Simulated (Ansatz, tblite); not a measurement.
Isomers of Fe$_{4}$Co⁺ (multiplicity 15), found by a short tight-binding search and relaxed with PBE-D4/def2-SVP in Ansatz.

The xTB rows come from tblite. Correlated methods freeze 25 core orbitals; core or outer-core shells of Fe, Co are correlated, in sets that lack core-valence functions.

Run but left out: HF/def2-TZVP, r2SCAN-D4/def2-TZVP, PBE0-D4/def2-SVP, PBE0-D4/def2-TZVP, MP2/def2-TZVP (A: ⟨S²⟩ 56.51 to 58.86, where a pure state has 56.00).

A: At PBE-D4/def2-SVP, PBE-D4/def2-TZVP, revPBE-D4/def2-TZVP, RPA@PBE/def2-TZVP the charge 1 multiplicity 15 is spin-contaminated (final ⟨S²⟩ up to 56.22, 56.00 for a pure state). B: At PBE-D4/def2-SVP, PBE-D4/def2-TZVP, revPBE-D4/def2-TZVP, RPA@PBE/def2-TZVP the charge 1 multiplicity 15 is spin-contaminated (final ⟨S²⟩ up to 56.22, 56.00 for a pure state).

Other spin states weren't relaxed.

A:

```xyz
5

Fe   -0.5296    1.2573    0.0689
Fe   -0.7719   -1.0334   -0.4525
Fe    1.3053   -0.2228    0.3370
Fe   -0.5234   -0.3359    1.7390
Co    0.5196    0.3348   -1.6924
```

B:

| atom | x (Å) | y (Å) | z (Å) |
| --- | --- | --- | --- |
| Fe1 | -0.6133 | 0.6987 | -1.0134 |
| Fe2 | -1.3245 | -1.2744 | -0.0473 |
| Fe3 | -0.3296 | 0.3171 | 1.2971 |
| Fe4 | 1.3802 | 1.2143 | 0.0316 |
| Co5 | 0.8872 | -0.9556 | -0.2680 |

Problem. Estimate their order by electronic energy at RPA@PBE/def2-TZVP, counted from the lowest.

Solution. A (0.0) < B (6.5), in kJ/mol.

Problem. Do the other levels pick the same lowest one?

Solution. All that were run do. Energies above each level's lowest (kJ/mol):

| level | A | B |
| --- | --- | --- |
| GFN1-xTB | 0.0 | 11.9 |
| GFN2-xTB | 0.0 | 27.2 |
| PBE-D4/def2-SVP | 0.0 | 17.8 |
| PBE-D4/def2-TZVP | 0.0 | 23.2 |
| revPBE-D4/def2-TZVP | 0.0 | 23.0 |
| RPA@PBE/def2-TZVP | 0.0 | 6.5 |
Point groups (tolerance 0.1 Å): A C3v, B not assigned. Lower isomers may exist.
